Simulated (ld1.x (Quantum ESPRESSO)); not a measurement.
## gold (Au), TM: configuration errors across variants

* Element: Au (Z = 79)
* Generator: ld1.x (Quantum ESPRESSO) 7.5
* Type: norm-conserving Troullier–Martins (Kleinman–Bylander form)
* Functional: PBE
* Relativity: scalar-relativistic
* Frozen core: [Xe] 4f14
* Valence charge: 11
* Reference configuration: 5d10 6s1 6p0
* Partial waves: 6s (bound): rc 2.05 bohr; 6p (bound, empty): rc 2.65 bohr; 5d (bound): rc 2.35 bohr
* Local potential: the d channel
* Core correction: a·sin(br)/r model core, default radius (core density twice the valence density)

All-electron excitation energies from the reference (eV): (1) 5d10 6s0 6p0 9.409; (2) 5d9 6s0 6p0 30.617; (3) 5d8 6s0 6p0 64.494; (4) 5d9 6s2 6p0 1.693; (5) 5d9 6s1 6p0 12.124; (6) 5d7 6s0 6p0 112.206.

Tests that are not counted but printed errors over 1 eV. “base”: 5d9 6s1 6p1 (solver errors, printed error -2.6 eV). “all radii but the core radius scaled by about 0.86 (s 1.76, p 2.28, d 2.02 bohr)”: 5d9 6s1 6p1 (solver errors, printed error -677 eV). “all radii but the core radius scaled by about 1.06 (s 2.18, p 2.82, d 2.50 bohr)”: 5d9 6s1 6p1 (solver errors, printed error -2.6 eV).

A true bound ghost makes a file unfit for plane-wave use even where its test errors are small: the radial tests pick states by their node count and pass the ghost by. Where a test does run into it, the solver fails or the error is huge.

Errors AE − PS in meV (a dash: test not solved or not reliable):

| change | (1) | (2) | (3) | (4) | (5) | (6) | bound ghosts |
| --- | --- | --- | --- | --- | --- | --- | --- |
| base | -15 | -48 | -205 | -41 | -29 | -559 | s, p |
| all radii but the core radius scaled by about 0.75 (s 1.54, p 1.98, d 1.76 bohr) | -12 | -41 | -193 | -34 | -29 | -573 | s, p |
| all radii but the core radius scaled by about 0.86 (s 1.76, p 2.28, d 2.02 bohr) | -11 | -35 | -181 | -33 | -25 | -548 | s, p |
| all radii but the core radius scaled by about 1.06 (s 2.18, p 2.82, d 2.50 bohr) | -16 | -58 | -223 | -41 | -32 | -565 | s |
| all radii but the core radius scaled by about 1.15 (s 2.36, p 3.06, d 2.72 bohr) | -16 | -91 | -275 | -28 | -39 | -552 | s |
| all radii but the core radius scaled by about 1.29 (s 2.64, p 3.42, d 3.02 bohr) | -20 | -147 | -328 | +5.3 | -43 | -441 | s |
| all radii but the core radius scaled by about 1.35 (s 2.76, p 3.58, d 3.18 bohr) | -25 | -177 | -325 | +25 | -42 | -287 | s |

(1) Give the same row for: all radii but the core radius scaled by about 0.96 (s 1.98, p 2.56, d 2.26 bohr).

## Answers

(1) -15, -41, -189, -41, -26, -545; bound ghosts: s, p. Not counted: 5d9 6s1 6p1 (solver errors, printed error -2.6 eV).
